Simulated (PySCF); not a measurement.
## Dipole response of Sb (antimony, neutral)

[Kr] 4d10 5s1 5p3 6s1, high-spin 6S determinant (an excited configuration). All numbers are calculated (PySCF 2.14, the non-relativistic Hamiltonian (point nucleus), in dyall-av2z). Coupled (time-dependent) response in atomic units; α is the mean over directions. A double-zeta set is small for polarisabilities.

```tsv
method	mean α (bohr³)	C₆ (like pair)	S(−4)
PBE0	615.2	10720	484500
```

S(−4) is the Cauchy moment in α(ω) = α(0) + S(−4) ω² + …

α(iu) at PBE0:

| u (hartree) | α(iu) (bohr³) |
| --- | --- |
| 0 | 615.2 |
| 0.0500 | 218.0 |
| 0.100 | 87.51 |
| 0.200 | 37.21 |
| 0.300 | 23.65 |
| 0.500 | 12.63 |
| 0.750 | 7.041 |
| 1.00 | 4.463 |
| 1.50 | 2.257 |
| 2.00 | 1.370 |
| 3.00 | 0.6716 |
| 5.00 | 0.2735 |

A single London oscillator, α(iu) = α/(1 + u²/ω²), gives C₆ = (3/4) ω α². Matching the computed C₆ needs ω = 4 × 10720 / (3 × 615.2²) = 0.0378 hartree.

A non-relativistic calculation at this Z misses sizeable relativistic shifts. The outer electron is Rydberg-like, and this basis confines it to a smaller radius and binds it less than a complete one would.
